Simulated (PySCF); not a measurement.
Compound: C₄H₁₀O₂Si.
Numbering: `[CH2:1]=[C:2]([CH3:3])[Si:4]([CH3:5])([OH:6])[OH:7]` (hydrogens: H8, H9 on C1; H10, H11, H12 on C3; H13, H14, H15 on C5; H16 on O6; H17 on O7)

The closed-shell SCF was solved with PySCF and density fitting under several settings on one GFN2-xTB geometry (grid level 2 and gas phase unless stated).

```
                                             settings  basis functions  SCF cycles     E (Eh)  HOMO (eV)  LUMO (eV)  dipole (D)
            B97-D/pcSseg-0, energy threshold 1e-11 Eh               87          13  -597.2146      -6.27      -0.61        0.83
B3LYP/6-31G, IEF-PCM water, energy threshold 1e-11 Eh               87          12  -598.3489      -7.05       0.25        0.48
```

Question: Estimate the rows for these settings: (1) B97-D/IGLO-II; (2) PBE0/pcSseg-1.

Answer: 
```
     settings  basis functions  SCF cycles     E (Eh)  HOMO (eV)  LUMO (eV)  dipole (D)
B97-D/IGLO-II              227          16  -598.3385      -6.19      -0.81        0.81
PBE0/pcSseg-1              176          13  -597.9581      -7.44       0.08        0.70
```

Question: Over all rows, what range does the HOMO–LUMO gap span?

Answer: From 5.38 eV (B97-D/IGLO-II) to 7.52 eV (PBE0/pcSseg-1). The functional of the narrowest has no exact exchange, that of the widest 25 % exact exchange.

Question: Compare two rows with the functional B97-D: B97-D/pcSseg-0, energy threshold 1e-11 Eh and B97-D/IGLO-II. Which energy is lower, and by how much?

Answer: B97-D/IGLO-II (227 functions) lies 1.1239 Eh or 705 kcal/mol below B97-D/pcSseg-0, energy threshold 1e-11 Eh (87 functions).

Whole jobs, the steps after the SCF included, on an Arm Neoverse V1 with one thread, no GPU, on a shared host:

| settings | work after the SCF | wall time | peak memory |
| --- | --- | --- | --- |
| B97-D/pcSseg-0, energy threshold 1e-11 Eh | spin–spin couplings from 15 perturbed nuclei, spin–dipole term for 1 of them | 14 s | 0.50 GiB |
| B3LYP/6-31G, IEF-PCM water, energy threshold 1e-11 Eh | shieldings | 11 s | 0.80 GiB |
| B97-D/IGLO-II | 1 singlet by TDA, 5 Tamm–Dancoff triplets, polarisability | 38 s | 0.78 GiB |
| PBE0/pcSseg-1 | shieldings, charges and field gradients | 22 s | 0.95 GiB |

B97-D ran without the empirical dispersion term, which would shift the total energy alone. Cycle counts include a coarse-grid stage where the run had one. One conformer (not necessarily the lowest) at the GFN2-xTB geometry, without vibrations or thermal averaging.

Shape of the structure used: `[CH2:1]=[C:2]([CH3:3])[Si:4]([CH3:5])([OH:6])[OH:7]`: C1–C2–Si4–C5 103°, H–O6–Si4–C2 -51°, H–O7–Si4–C2 -176°.
